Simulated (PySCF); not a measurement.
CH13NSi4, SMILES C([SiH2][SiH2][SiH3])N[SiH3].

The structure is a stationary point at PBE0-D3(BJ)/def2-SVP. The structure was generated by enumeration, and PubChem lists no compound with its InChIKey, so it may never have been made. The values are those of a single conformer.

Two levels are set side by side: TDA-PBE/def2-SVPD (PySCF) and TDA-M06-2X/def2-SVPD (PySCF). Vertical, same geometry. The lowest singlet is HOMO→LUMO 99 % with PBE and HOMO→LUMO 70 % with the other functional; states are paired by order. Differences are taken from unrounded values.

| quantity | TDA-M06-2X | TDA-PBE | TDA-PBE minus TDA-M06-2X |
|---|---|---|---|
| lowest singlet excitation (eV) | 5.43 | 4.31 | -1.12 |
| lowest triplet excitation (TDA) (eV) | 5.19 | 4.16 | -1.03 |

A lower first singlet is the usual sign of a functional without exact exchange. Differences between two approximate levels are no errors against the true value.

Rough cost on one machine, each run with all the roots and properties that it gave: TDA-M06-2X against TDA-PBE about 10 times.
